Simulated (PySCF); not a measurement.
PySCF input file for C3H4FNSSi, SMILES Fc1scnc1[SiH3], TDA-B3LYP/def2-SVPD. Coordinates come from a ωB97X-D3(BJ)/def2-SVP optimisation. The structure was generated by enumeration, and PubChem lists no compound with its InChIKey, so it may never have been made.

```python
import numpy as np
from pyscf import gto, scf, dft, tdscf

mol = gto.M(
    atom='''
    F    -2.04077032    0.09257066   -0.00000000
    C    -0.74519105    0.35688764   -0.00000000
    S    -0.19283684    1.99796882    0.00000000
    C     1.42774177    1.36820678    0.00000000
    N     1.52750402    0.08015849   -0.00000000
    C     0.28379711   -0.54037704   -0.00000000
    Si    0.16354739   -2.41420137    0.00000000
    H     2.28146971    2.05186747   -0.00000000
    H     0.83192565   -2.95878116   -1.21430141
    H    -1.27327740   -2.80553684    0.00000000
    H     0.83192564   -2.95878116    1.21430141
    ''',
    basis='def2-SVPD',
    charge=0,
    spin=0,
    symmetry=True,
    max_memory=1600,
    verbose=4,
)
mf = dft.RKS(mol, xc='b3lyp').density_fit(auxbasis='def2-universal-jkfit')
mf.grids.level = 3
mf.conv_tol = 1e-9
mf.max_cycle = 100
mf.kernel()
mf.grids = dft.Grids(mol).set(level=1).build(with_non0tab=True)  # coarser grid for the response kernel
td = tdscf.TDA(mf)
td.singlet = True
td.nstates = 10
td.conv_tol = 1e-4
td.positive_eig_threshold = 1e-6
td.kernel(x0=td.get_init_guess(mf, 15))
td.analyze()
tt = tdscf.TDA(mf)
tt.singlet = False
tt.nstates = 4
tt.conv_tol = 1e-4
tt.positive_eig_threshold = 1e-6
tt.kernel(x0=tt.get_init_guess(mf, 9))
tt.analyze(verbose=3)
```

Output:

```
PySCF version 2.14.0

[INPUT] verbose = 4
[INPUT] num. atoms = 11
[INPUT] num. electrons = 68
[INPUT] charge = 0
[INPUT] spin (= nelec alpha-beta = 2S) = 0
[INPUT] symmetry True subgroup None
[INPUT] Mole.unit = angstrom
[INPUT] Symbol           X                Y                Z      unit          X                Y                Z       unit  Magmom
[INPUT]  1 F     -2.040770320000   0.092570660000   0.000000000000 AA   -3.856496987941   0.174933194570   0.000000000000 Bohr   0.0
[INPUT]  2 C     -0.745191050000   0.356887640000   0.000000000000 AA   -1.408206994977   0.674419896842   0.000000000000 Bohr   0.0
[INPUT]  3 S     -0.192836840000   1.997968820000   0.000000000000 AA   -0.364408814327   3.775613875220   0.000000000000 Bohr   0.0
[INPUT]  4 C      1.427741770000   1.368206780000   0.000000000000 AA    2.698040921902   2.585536095973   0.000000000000 Bohr   0.0
[INPUT]  5 N      1.527504020000   0.080158490000   0.000000000000 AA    2.886564251972   0.151477592659   0.000000000000 Bohr   0.0
[INPUT]  6 C      0.283797110000  -0.540377040000   0.000000000000 AA    0.536298812843  -1.021164609603   0.000000000000 Bohr   0.0
[INPUT]  7 Si     0.163547390000  -2.414201370000   0.000000000000 AA    0.309059775487  -4.562179398850   0.000000000000 Bohr   0.0
[INPUT]  8 H      2.281469710000   2.051867470000   0.000000000000 AA    4.311352913391   3.877467562204   0.000000000000 Bohr   0.0
[INPUT]  9 H      0.831925650000  -2.958781160000  -1.214301410000 AA    1.572111634501  -5.591286054923  -2.294697097573 Bohr   0.0
[INPUT] 10 H     -1.273277400000  -2.805536840000   0.000000000000 AA   -2.406145566598  -5.301696259978   0.000000000000 Bohr   0.0
[INPUT] 11 H      0.831925640000  -2.958781160000   1.214301410000 AA    1.572111615604  -5.591286054923   2.294697097573 Bohr   0.0

nuclear repulsion = 417.244222038402
point group symmetry = Cs
symmetry origin: [-3.89061263e-09 -2.77900880e-09  0.00000000e+00]
symmetry axis x: [ 1.00000000e+00  1.36789022e-09 -1.59582728e-10]
symmetry axis y: [ 1.36789022e-09 -1.00000000e+00  5.75361706e-18]
symmetry axis z: [ 1.59582728e-10 -1.95863403e-17  1.00000000e+00]
num. orbitals of irrep A' = 128
num. orbitals of irrep A" = 58
number of shells = 78
number of NR pGTOs = 280
number of NR cGTOs = 186
basis = def2-SVPD
ecp = {}


[settings echo left out]
init E= -959.601032177271
HOMO (A") = -0.263549132696622  LUMO (A") = -0.0803127086881572  gap/eV = 4.98612
cycle= 1 E= -958.552926488951  delta_E= 1.05  |g|= 0.509  |ddm|= 5.34
HOMO (A') = -0.220949805374542  LUMO (A") = -0.0561089571195836  gap/eV = 4.48555
cycle= 2 E= -958.393593129952  delta_E= 0.159  |g|= 0.972  |ddm|=  2.5
HOMO (A") = -0.26605635458475  LUMO (A") = -0.0493943928462839  gap/eV = 5.89567
cycle= 3 E= -958.6041916828  delta_E= -0.211  |g|= 0.145  |ddm|= 1.89
HOMO (A") = -0.2650347686851  LUMO (A") = -0.0480956221784368  gap/eV = 5.90321
cycle= 4 E= -958.608286470886  delta_E= -0.00409  |g|= 0.0696  |ddm|= 0.331
HOMO (A") = -0.267994634083909  LUMO (A") = -0.0501366740267195  gap/eV = 5.92822
cycle= 5 E= -958.609265568905  delta_E= -0.000979  |g|= 0.0112  |ddm|= 0.114
HOMO (A") = -0.266839304667723  LUMO (A") = -0.0492171395651226  gap/eV = 5.92180
cycle= 6 E= -958.609290320912  delta_E= -2.48e-05  |g|= 0.00487  |ddm|= 0.0304
HOMO (A") = -0.267254115509143  LUMO (A") = -0.0493904516400145  gap/eV = 5.92837
cycle= 7 E= -958.609295950515  delta_E= -5.63e-06  |g|= 0.00165  |ddm|= 0.0101
HOMO (A") = -0.26724855736519  LUMO (A") = -0.0494491710517413  gap/eV = 5.92662
cycle= 8 E= -958.609296708541  delta_E= -7.58e-07  |g|= 0.00032  |ddm|= 0.0029
HOMO (A") = -0.267218250033536  LUMO (A") = -0.0494262780210657  gap/eV = 5.92642
cycle= 9 E= -958.609296728591  delta_E= -2.01e-08  |g|= 0.00016  |ddm|= 0.000849
HOMO (A") = -0.267222029901546  LUMO (A") = -0.0494235127008218  gap/eV = 5.92660
cycle= 10 E= -958.609296735476  delta_E= -6.88e-09  |g|= 3.97e-05  |ddm|= 0.000313
HOMO (A") = -0.267225573624936  LUMO (A") = -0.0494282168020481  gap/eV = 5.92657
cycle= 11 E= -958.609296735815  delta_E= -3.39e-10  |g|= 1.39e-05  |ddm|= 0.000106
HOMO (A") = -0.267223565741442  LUMO (A") = -0.0494268265707194  gap/eV = 5.92655
Extra cycle  E= -958.609296735691  delta_E= 1.24e-10  |g|= 2.62e-05  |ddm|= 6.91e-05
converged SCF energy = -958.609296735691
tot grids = 48576
Overwritten attributes  positive_eig_threshold  of <class 'pyscf.tdscf.rks.TDA'>


******** <class 'pyscf.tdscf.rks.TDA'> for <class 'pyscf.df.df_jk.DFSymAdaptedRKS'> ********
nstates = 10 singlet
deg_eia_thresh = 1.000e-03
wfnsym = None
conv_tol = 0.0001
eigh lindep = 1e-12
eigh level_shift = 0
eigh max_cycle = 100


Excitation energies (eV)
[5.29693987 5.55308805 5.68512411 6.2129665  6.40745409 6.41113228
 6.51190158 6.5304774  7.08154667 7.15352873]

** Singlet excitation energies and oscillator strengths **
Excited State   1:   A"      5.29694 eV    234.07 nm  f=0.0002
      33 -> 35       -0.70115
Excited State   2:   A"      5.55309 eV    223.27 nm  f=0.0000
      34 -> 36        0.70105
Excited State   3:   A'      5.68512 eV    218.09 nm  f=0.0649
      32 -> 35        0.16501
      32 -> 37       -0.10911
      33 -> 36        0.14930
      34 -> 35       -0.61966
      34 -> 37       -0.17216
Excited State   4:   A'      6.21297 eV    199.56 nm  f=0.0181
      32 -> 35       -0.48485
      33 -> 36       -0.39455
      34 -> 35       -0.23967
      34 -> 37        0.16010
Excited State   5:   A'      6.40745 eV    193.50 nm  f=0.0341
      32 -> 35       -0.14615
      33 -> 36        0.44384
      34 -> 37        0.50744
Excited State   6:   A"      6.41113 eV    193.39 nm  f=0.0008
      32 -> 36       -0.67861
      33 -> 37       -0.15689
Excited State   7:   A"      6.51190 eV    190.40 nm  f=0.0055
      33 -> 37       -0.48863
      34 -> 38        0.49246
Excited State   8:   A"      6.53048 eV    189.85 nm  f=0.0004
      32 -> 36       -0.13113
      33 -> 37        0.47107
      34 -> 38        0.49927
Excited State   9:   A'      7.08155 eV    175.08 nm  f=0.4407
      30 -> 36       -0.17390
      32 -> 35       -0.32431
      32 -> 37        0.34627
      33 -> 36        0.25902
      34 -> 37       -0.33840
      34 -> 43       -0.11950
Excited State  10:   A"      7.15353 eV    173.32 nm  f=0.0004
      30 -> 35       -0.42240
      34 -> 39       -0.54386

** Transition electric dipole moments (AU) **
state          X           Y           Z        Dip. S.      Osc.
  1         0.0000      0.0000      0.0376      0.0014      0.0002
  2         0.0000     -0.0000     -0.0109      0.0001      0.0000
  3         0.6819     -0.0338      0.0000      0.4661      0.0649
  4         0.3294      0.1007     -0.0000      0.1187      0.0181
  5        -0.0934     -0.4564     -0.0000      0.2170      0.0341
  6        -0.0000     -0.0000      0.0704      0.0050      0.0008
  7        -0.0000      0.0000      0.1850      0.0342      0.0055
  8        -0.0000      0.0000     -0.0517      0.0027      0.0004
  9        -0.1257      1.5887     -0.0000      2.5399      0.4407
 10         0.0000      0.0000     -0.0483      0.0023      0.0004

** Transition velocity dipole moments (imaginary part, AU) **
state          X           Y           Z        Dip. S.      Osc.
  1        -0.0000     -0.0000     -0.0058      0.0000      0.0001
  2         0.0000     -0.0000     -0.0339      0.0012      0.0038
  3        -0.0441     -0.0283     -0.0000      0.0027      0.0088
  4        -0.0078     -0.0420     -0.0000      0.0018      0.0053
  5        -0.0247     -0.0802      0.0000      0.0070      0.0199
  6         0.0000     -0.0000      0.0040      0.0000      0.0000
  7        -0.0000     -0.0000      0.0112      0.0001      0.0003
  8        -0.0000     -0.0000      0.0635      0.0040      0.0112
  9        -0.0027      0.1709     -0.0000      0.0292      0.0749
 10        -0.0000      0.0000     -0.0265      0.0007      0.0018

** Transition magnetic dipole moments (imaginary part, AU) **
state          X           Y           Z
  1         0.1540      0.7741      0.0000
  2         0.0644     -0.0610     -0.0000
  3         0.0000      0.0000     -0.5758
  4        -0.0000     -0.0000     -0.0015
  5        -0.0000     -0.0000     -0.8157
  6        -0.2094      0.5848     -0.0000
  7         0.3602      0.5099     -0.0000
  8        -0.3339     -0.3671      0.0000
  9        -0.0000      0.0000     -0.5469
 10        -0.4087     -0.3760      0.0000


******** <class 'pyscf.tdscf.rks.TDA'> for <class 'pyscf.df.df_jk.DFSymAdaptedRKS'> ********
nstates = 4 triplet
deg_eia_thresh = 1.000e-03
wfnsym = None
conv_tol = 0.0001
eigh lindep = 1e-12
eigh level_shift = 0
eigh max_cycle = 100


Excitation energies (eV)
[3.80321045 4.73516017 4.9819533  5.17176254]

** Triplet excitation energies and oscillator strengths **
Excited State   1:   A'      3.80321 eV    326.00 nm  f=0.0000
Excited State   2:   A"      4.73516 eV    261.84 nm  f=0.0000
Excited State   3:   A'      4.98195 eV    248.87 nm  f=0.0000
Excited State   4:   A'      5.17176 eV    239.73 nm  f=0.0000
```

The run converged.
